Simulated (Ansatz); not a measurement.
```tsv
atom	x (Å)	y (Å)	z (Å)
C	1.1196	-0.0175	0.1123
C	0.0392	1.0714	-0.0966
C	-1.1170	0.0265	0.1200
C	-0.0088	-1.1030	-0.1680
H	1.4163	0.0348	1.2124
H	1.9716	0.0444	-0.5356
H	0.0237	1.4447	-1.1963
H	-0.0454	1.9566	0.4974
H	-1.9215	0.0061	-0.5150
H	-1.3736	0.0373	1.1661
H	-0.0411	-1.9898	0.5340
H	0.0258	-1.4081	-1.1360
```

Basis set: 6-31G (spherical functions). Frozen core: 4 orbitals. Charge 0, multiplicity 1.

Computed with Ansatz (development build ahead of 0.2.0); each method stands on the lowest determinant of its kind that the runs found. Restricted open shells among the atoms or ions are ROHF, correlated in semicanonical orbitals with singles.

(1) Give the atomization energy at this shape (free ground-state atoms in the same class of orbitals less the molecule, no zero-point energy) of singlet C4H8 by RHF-MP2, RHF.

Answers

(1)

```json
{"method": "RHF-MP2", "atomization energy": "4159.8 kJ/mol"}
{"method": "RHF", "atomization energy": "3458.0 kJ/mol"}
```

This basis has no polarisation functions and is too small for such energies, which can lie far from measured ones in either direction.
